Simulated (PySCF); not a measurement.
H4GeO4, triplet, geometry from GFN2-xTB (a higher spin typed on purpose: for a closed-shell molecule this is an excited state), with bond 9-5 at 1.5 times its length; B3LYP/STO-3G run with PySCF.

Input for PySCF:
```python
from pyscf import gto, scf, dft

mol = gto.M(
    atom='''
O     0.564548    1.247405   -0.969958
Ge    0.044223    0.168862    0.338301
O    -1.600919    0.946902    0.729303
O    -0.550881   -1.384836   -0.717281
O     1.527727   -1.386807   -0.258895
H    -0.019697    2.000528   -1.051984
H    -2.181176    0.525668    1.358975
H    -0.568510   -2.238414   -0.285198
H     1.981811   -0.915640   -1.539689
''',
    basis='sto-3g',
    charge=0,
    spin=2,
    verbose=5,
)

mf = dft.UKS(mol)
mf.xc = 'b3lyp'
mf.kernel()
mo_i, mo_e, stable_i, stable_e = mf.stability(internal=True, external=False, return_status=True, nroots=6, tol=1e-6)
print('internally stable:', stable_i, ' externally stable:', stable_e)
if not stable_i:
    umf = mf.copy()
    umf.scf_summary = {}
    umf.kernel(umf.make_rdm1(mo_i, mf.mo_occ))
```

The log (banner, timings and long lists left out):

```
PySCF version 2.14.0

[INPUT] verbose = 5
[INPUT] max_memory = 4000
[INPUT] num. atoms = 9
[INPUT] num. electrons = 68
[INPUT] charge = 0
[INPUT] spin (= nelec alpha-beta = 2S) = 2
[INPUT] symmetry False subgroup None
[INPUT] Mole.unit = angstrom
[INPUT] Symbol           X                Y                Z      unit          X                Y                Z       unit  Magmom
[...]
[INPUT] ---------------- BASIS SET ----------------
[INPUT] l, kappa, [nprim/nctr], expnt,             c_1 c_2 ...
[INPUT] H
[...]
                                0.62391373        0.53532814
                                0.1688554         0.44463454
[INPUT] O
[...]
                                23.808861         0.53532814
                                6.4436083         0.44463454
[...]
                                1.1695961         0.39951283
                                0.380389          0.70011547
[...]
                                1.1695961         0.60768372
                                0.380389          0.39195739
[INPUT] Ge
[...]
                                400.0741292       0.5353281423
                                108.2756726       0.4446345422
[...]
                                41.91853304       0.3995128261
                                13.63320795       0.7001154689
[...]
                                4.33043264        0.2175436044
                                1.670815538       0.9166769611
[...]
                                0.363834215       0.0196064117
                                0.1606730254      1.131034442
[...]
                                41.91853304       0.6076837186
                                13.63320795       0.3919573931
[...]
                                4.33043264        0.5777664691
                                1.670815538       0.4846460366
[...]
                                0.363834215       0.5715227604
                                0.1606730254      0.5498949471
[...]
                                4.33043264        0.6555473627
                                1.670815538       0.286573259

nuclear repulsion = 409.58437489064
number of shells = 24
number of NR pGTOs = 126
number of NR cGTOs = 42
basis = sto-3g
ecp = {}

******** <class 'pyscf.dft.uks.UKS'> ********
method = UKS
initial guess = minao
damping factor = 0
level_shift factor = 0
DIIS = <class 'pyscf.scf.diis.CDIIS'>
diis_start_cycle = 1
diis_space = 8
diis_damp = 0
SCF conv_tol = 1e-09
SCF conv_tol_grad = None
SCF max_cycles = 50
direct_scf = True
direct_scf_tol = 1e-13
number electrons alpha = 35  beta = 33
XC library pyscf.dft.libxc version 7.1.2
    S. Lehtola, C. Steigemann, M. J. T. Oliveira, and M. A. L. Marques,  SoftwareX 7, 1–5 (2018)
XC functionals = b3lyp
    P. J. Stephens, F. J. Devlin, C. F. Chabalowski, and M. J. Frisch,  J. Phys. Chem. 98, 11623 (1994)
radial grids:
    Treutler-Ahlrichs [JCP 102, 346 (1995); DOI:10.1063/1.469408] (M4) radial grids

becke partition: Becke, JCP 88, 2547 (1988); DOI:10.1063/1.454033
pruning grids: <function nwchem_prune>
grids dens level: 3
symmetrized grids: False
atomic radii adjust function: <function treutler_atomic_radii_adjust>
small_rho_cutoff = 0
Set gradient conv threshold to 3.16228e-05
atom O rad-grids = 75, ang-grids = [ 50  50  50  50  50  50  50  50  50  50  50  50  50  50  50  50  50  50
  50  50  50  50  50  86  86  86  86  86  86  86  86  86 266 266 266 266
 266 266 266 302 302 302 302 302 302 302 302 302 302 302 302 302 302 302
 302 302 302 302 302 266 266 266 266 266 266 266 266 266 266 266 266 266
 266 266 266]
atom Ge rad-grids = 90, ang-grids = [ 50  50  50  50  50  50  50  50  50  50  50  50  50  50  50  50  50  50
  50  50  50  50  50  50  50  50  50  50  86  86  86  86  86  86  86  86
  86  86  86  86  86  86  86  86 350 350 350 350 350 350 350 350 350 350
 350 434 434 434 434 434 434 434 434 434 434 434 434 434 434 434 434 434
 434 434 434 434 350 350 350 350 350 350 350 350 350 350 350 350 350 350]
[...]
converged SCF energy = -2351.91951219895  <S^2> = 2.0270265  2S+1 = 3.0179639
[...]
Old state -> New state
    0     ->     1
    2     ->     3
    0     ->     4
    0     ->     5
davidson 4 14  |r|= 0.269  e= [0.23754772 0.2611622  0.26973583 0.31459577 0.32660117 0.39220228]  max|de|= 0.327  lindep= 0.932
Old state -> New state
    2     ->     1
    1     ->     2
    0     ->     3
    5     ->     4
    4     ->     5
davidson 5 20  |r|= 0.204  e= [0.16266102 0.20506621 0.22241088 0.22981223 0.25535325 0.27719739]  max|de|= 0.255  lindep= 0.847
davidson 6 26  |r|= 0.119  e= [0.12124578 0.14150639 0.18988297 0.21143988 0.21976207 0.2404474 ]  max|de|= -0.0636  lindep= 0.871
Old state -> New state
    5     ->     4
    4     ->     5
davidson 7 32  |r|= 0.0671  e= [0.11608063 0.13755193 0.18256459 0.19916186 0.20866888 0.21507246]  max|de|= -0.0318  lindep= 0.828
davidson 8 6  |r|= 0.0671  e= [0.11608063 0.13755193 0.18256459 0.19916186 0.20866888 0.21507246]  max|de|= 6.11e-16  lindep= 0.978
davidson 9 12  |r|= 0.0544  e= [0.11572539 0.13724948 0.1815239  0.19629059 0.2025663  0.21313366]  max|de|= -0.0061  lindep= 0.786
davidson 10 18  |r|= 0.0774  e= [0.11565049 0.13720345 0.1803852  0.18718021 0.19953464 0.2110302 ]  max|de|= -0.00911  lindep= 0.891
Old state -> New state
    3     ->     2
    2     ->     3
davidson 11 24  |r|= 0.0516  e= [0.11559183 0.13719279 0.16347389 0.18165103 0.1966146  0.20794732]  max|de|= -0.0237  lindep= 0.875
davidson 12 30  |r|= 0.0279  e= [0.11558099 0.1371903  0.15886159 0.18145668 0.19422485 0.20427789]  max|de|= -0.00461  lindep= 0.859
[...]
davidson 13 6  |r|= 0.0279  e= [0.11558099 0.1371903  0.15886159 0.18145668 0.19422485 0.20427789]  max|de|= 1.39e-16  lindep= 0.98
davidson 14 11  |r|= 0.0164  e= [0.1155793  0.13719009 0.15786956 0.18141488 0.19332389 0.20350283]  max|de|= -0.000992  lindep= 0.875
[...]
davidson 15 16  |r|= 0.0135  e= [0.11557885 0.13719003 0.15749908 0.18139869 0.19291121 0.20326834]  max|de|= -0.000413  lindep= 0.903
davidson 16 20  |r|= 0.00732  e= [0.11557879 0.13719002 0.15742589 0.18139416 0.19273999 0.20316132]  max|de|= -0.000171  lindep= 0.882
davidson 17 24  |r|= 0.00393  e= [0.11557878 0.13719002 0.15741176 0.18139251 0.19265133 0.20309296]  max|de|= -8.87e-05  lindep= 0.844
[...]
davidson 18 28  |r|= 0.0032  e= [0.11557878 0.13719002 0.15740881 0.18139186 0.19260657 0.20305035]  max|de|= -4.48e-05  lindep= 0.851
[...]
davidson 19 6  |r|= 0.0032  e= [0.11557878 0.13719002 0.15740881 0.18139186 0.19260657 0.20305035]  max|de|= -3.05e-16  lindep= 0.995
davidson 20 8  |r|= 0.00243  e= [0.11557878 0.13719002 0.15740835 0.18139171 0.19259112 0.20303458]  max|de|= -1.58e-05  lindep= 0.843
davidson 21 10  |r|= 0.00302  e= [0.11557878 0.13719002 0.15740819 0.18139164 0.19258305 0.20302646]  max|de|= -8.12e-06  lindep= 0.955
davidson 22 12  |r|= 0.00227  e= [0.11557878 0.13719002 0.15740808 0.18139159 0.19257464 0.20301681]  max|de|= -9.65e-06  lindep= 0.889
davidson 23 14  |r|= 0.0028  e= [0.11557878 0.13719002 0.15740804 0.18139156 0.19256982 0.20300789]  max|de|= -8.93e-06  lindep= 0.945
davidson 24 16  |r|= 0.0019  e= [0.11557878 0.13719002 0.15740799 0.18139154 0.19256576 0.20299752]  max|de|= -1.04e-05  lindep= 0.927
davidson 25 18  |r|= 0.00179  e= [0.11557878 0.13719002 0.15740799 0.18139153 0.19256383 0.20299029]  max|de|= -7.23e-06  lindep= 0.876
[...]
davidson 26 20  |r|= 0.00117  e= [0.11557878 0.13719002 0.15740799 0.18139153 0.19256287 0.20298481]  max|de|= -5.48e-06  lindep= 0.899
davidson 27 21  |r|= 0.000838  e= [0.11557878 0.13719002 0.15740799 0.18139153 0.19256253 0.2029821 ]  max|de|= -2.71e-06  lindep= 0.905
[...]
converged 28 22  |r|= 0.000488  e= [0.11557878 0.13719002 0.15740798 0.18139153 0.19256243 0.20298115]  max|de|= -9.5e-07
uhf_internal: lowest eigs of H = [0.11557878 0.13719002 0.15740798 0.18139153 0.19256243 0.20298115]
<class 'pyscf.dft.uks.UKS'> wavefunction is stable in the internal stability analysis
internally stable: True  externally stable: None
```
